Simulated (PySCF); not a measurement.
C6H8F3P.
SMILES with atom numbers: `[CH3:1][C:2]1=[C:3]([C:4]([F:5])([F:6])[F:7])[PH:8][CH2:9][CH2:10]1` (hydrogens: H11, H12, H13 on C1; H14 on P8; H15, H16 on C9; H17, H18 on C10)

Structure used (PBE0-D3(BJ)/def2-SVP), in Å, numbered top down from 1:
```xyz
18
C6H8F3P angstrom
C     -0.9583   -1.7666    0.2192
C     -0.4395   -0.3720    0.1162
C      0.8513    0.0088    0.0663
C      2.0105   -0.9350    0.1164
F      1.9634   -1.8444   -0.8681
F      3.1696   -0.2788   -0.0090
F      2.0688   -1.6213    1.2667
P      1.1022    1.8253    0.1543
C     -0.7034    2.0458   -0.3081
C     -1.4195    0.7718    0.1524
H     -0.1679   -2.5249    0.1880
H     -1.6685   -1.9675   -0.5996
H     -1.5219   -1.8895    1.1595
H      1.6905    2.0242   -1.1350
H     -0.7870    2.1588   -1.3989
H     -1.1215    2.9501    0.1562
H     -1.7864    0.8783    1.1910
H     -2.3129    0.5543   -0.4573
```

Level: PBE0/pcSseg-1 in PySCF, non-relativistic, on one gas-phase PBE0-D3(BJ)/def2-SVP geometry that isn't relaxed in the solvent. The solvent is an IEF-PCM continuum (cavity from Bondi-type radii × 1.2). The model holds no explicit solvent molecules, cavitation or dispersion.

Gas phase at PBE0/pcSseg-1: HOMO -6.68 eV, LUMO -0.67 eV, dipole 3.64 D.

**Question.** What does the continuum do to the energy, the frontier levels and the dipole at PBE0/pcSseg-1 in tetrahydrofuran and water?

**Answer.** 
| solvent | ε | E(solvent) − E(gas) (kcal/mol) | polarisation term (kcal/mol) | distortion of the solute (kcal/mol) | HOMO (eV) | LUMO (eV) | dipole (D) |
| --- | --- | --- | --- | --- | --- | --- | --- |
| tetrahydrofuran | 7.426 | -3.40 | -3.97 | 0.57 | -6.59 | -0.51 | 4.58 |
| water | 78.36 | -4.20 | -5.09 | 0.89 | -6.59 | -0.50 | 4.82 |

The polarisation term is half the interaction of the solute with the surface charges that it induces; the rest is the cost of distorting the solute's density. The sum is the electrostatic part of solvation alone. From tetrahydrofuran to water the lowering changes by a factor 1.23, Onsager's factor (ε − 1)/(2ε + 1) by 1.21 and ε itself by 10.6.

**Question.** Which radius a makes the point-dipole formula ΔE = −[(ε − 1)/(2ε + 1)]·μ²/a³ give the value in water, with the gas-phase dipole?

**Answer.** μ = 1.432 au and |ΔE| = 0.00669 Eh give a = 2.81 Å; the farthest nucleus lies 3.18 Å from the centroid of the nuclei, so such a sphere wouldn't even hold the nuclei. The formula assumes a rigid point dipole at the centre of a sphere.

**Question.** Give the dipole vector in the frame of the coordinates (D, pointing from negative to positive charge), gas and water.

**Answer.** Gas (-3.50, 0.65, -0.74), solvent (-4.66, 0.72, -1.01). Its length changes by +32 % and its direction by 2°.

**Question.** Which IAO charges (PBE0/pcSseg-1) respond most in tetrahydrofuran (means over atoms taken as equivalent)?

**Answer.** 
```
  atoms                      environment  gas (e)  solvent (e)  change
     P8             phosphine phosphorus   +0.356       +0.329  -0.027
     C3  fully substituted alkene carbon   -0.290       -0.304  -0.014
     C2  fully substituted alkene carbon   +0.056       +0.065  +0.009
H17/H18               methylene hydrogen   +0.144       +0.153  +0.009
    H14                     P–H hydrogen   -0.022       -0.015  +0.007
H15/H16               methylene hydrogen   +0.150       +0.156  +0.006
```

On an Arm Neoverse V1 with one thread (shared host), this took 41 s and 1.1 GiB of memory at its peak. This is the whole shielding run at PBE0/pcSseg-1 in water, SCF included.
